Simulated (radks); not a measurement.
Results of a calculation; reference values are marked as such.
Q: These are the eigenvalues of the occupied orbitals of an atom or ion with whole-number occupations (hartree). Code: a radial shooting solver on a logarithmic mesh with Libxc functionals. Model: scalar-relativistic Kohn-Sham, BLYP, spin-unpolarised, spherical densities, finite nucleus; Fermi nuclear charge, rms radius of each element as measured or else 0.836 A^(1/3) + 0.57 fm.

| orbital | eigenvalue |
|---|---|
| 1s | -2180.578 |
| 2s | -369.6245 |
| 2p | -326.6508 |
| 3s | -84.69991 |
| 3p | -71.68416 |
| 3d | -55.59503 |
| 4s | -18.33064 |
| 4p | -14.04167 |
| 4d | -8.34117 |
| 5s | -3.71967 |
| 5p | -2.65981 |
| 4f | -2.07635 |

Which element is it, and in what charge state? The configuration may be excited.

A: Z = 69, thulium, charge +4: Tm4+ in [Xe] 4f11. The list shows which subshells hold electrons but not how many an open one holds; the 1s level, -2180.6 hartree, gives Z - s = 66.0 by -(Z - s)^2/2, which with screening and relativity narrows Z to a few neighbours, and the depths of the outer levels then fix element, charge and occupations together.
